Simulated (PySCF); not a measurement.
ClFH5NSi2, SMILES Cl[Si@@H]([SiH2]F)N.

The structure is a stationary point at r2SCAN-D4/def2-SVP. The structure was generated by enumeration; whether it is a known compound was not checked. The values are those of a single conformer.

All values below come from r2SCAN-D4/def2-SVP (PySCF).

Frequencies are harmonic and unscaled.

```
mode  ν (cm⁻¹)  IR (km/mol)  Raman (Å⁴/amu)  depolarisation  moving atoms (share of kinetic energy)
----  --------  -----------  --------------  --------------  --------------------------------------
1           61          2.1             0.5            0.75        F 38 %, Si 29 %, H 20 %, Cl 10 %
2           76          4.4             0.4            0.75        Cl 28 %, F 27 %, Si 21 %, N 17 %
3          156          0.9             1.1            0.67                 H 33 %, N 29 %, Si 28 %
4          185          1.8             3.3            0.64        F 39 %, Si 27 %, H 13 %, Cl 12 %
5          239         14.8             4.8            0.59        Si 26 %, Cl 25 %, N 23 %, H 20 %
6          310         35.8             1.4            0.56                                  H 90 %
7          412        141.1             1.6            0.66                          H 67 %, N 24 %
8          436         10.4            14.6            0.15                  Si 62 %, H 23 %, N 8 %
9          492         37.0             3.8            0.40                         H 59 %, Si 32 %
10         512        137.5             4.9            0.71                Si 56 %, Cl 29 %, H 13 %
11         686         47.4             4.7            0.75                                  H 89 %
12         744         20.5            19.3            0.75                                  H 93 %
13         797        148.7             6.0            0.69                                  H 91 %
14         846         22.7             7.9            0.68                 F 46 %, H 38 %, Si 16 %
15         876        127.6             6.5            0.43                 N 41 %, Si 35 %, H 23 %
16         885        184.4             3.8            0.65                 H 73 %, Si 12 %, N 10 %
17         934         49.4            14.7            0.54                 H 65 %, Si 22 %, N 10 %
18         940        125.8            11.3            0.68                         H 78 %, Si 16 %
19        1544         46.3             7.8            0.67                          H 90 %, N 10 %
20        2216         86.4           168.0            0.14                                  H 97 %
21        2236         80.7           124.2            0.67                                  H 96 %
22        2248        124.7           163.6            0.11                                  H 97 %
23        3571         42.8           163.8            0.14                                  H 96 %
24        3672         45.2            91.8            0.71                           H 91 %, N 9 %
```
